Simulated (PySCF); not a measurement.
The numbers below are computed, except where a source is named.
Si2PH6NCl

The system: Si2PH6NCl, a small molecule (built as: Si site whose three back bonds go to Cl, NH2, PHSiH3); neutral, doublet. The structure, one conformer, was relaxed in the gas phase by PBE0-D3(BJ)/def2-SVP. No frequency run checks that it is a minimum.

SMILES: N[Si](Cl)P[SiH3]

Coordinates in Å:
```
Si1    -1.715    0.440    0.406
Cl2    -1.411   -1.013    1.892
N3     -2.613   -0.397   -0.808
P4      0.149    1.161   -0.672
Si5     1.497   -0.601   -0.206
H6     -3.343   -1.055   -0.555
H7     -2.789    0.046   -1.704
H8      0.614    2.000    0.385
H9      2.805   -0.364   -0.891
H10     1.742   -0.792    1.252
H11     0.849   -1.811   -0.789
```

EPR values by unrestricted B3LYP, IGLO-III on Cl N P Si, pcH-1 on H.

**Question.** Predict g and the largest hyperfine couplings. Where does the spin sit?

**Answer.** g = 2.0016, 2.0022, 2.0075. The spin sits on Si1 (66 %, bonded to 1 Cl + 1 N + 1 P) by Mulliken populations.
```
atom  isotope  isotropic (MHz)  dipolar, principal values (MHz)
 Si1     29Si           -744.9               -113.9, 55.3, 58.7
  P4      31P            110.6              -56.0, -54.3, 110.3
 Cl2     35Cl             28.7               -16.8, -15.9, 32.7
  N3      14N              7.9                 -7.8, -7.5, 15.3
  H9       1H             21.6                  -1.3, -0.1, 1.4
  H6       1H            -11.2                 -9.8, -2.8, 12.6
```

**Question.** How do the isotropic couplings move with BHandHLYP?

**Answer.** Si1 -744.9 to -780.0 MHz, P4 110.6 to 117.6 MHz, Cl2 28.7 to 30.8 MHz, N3 7.9 to 10.7 MHz.
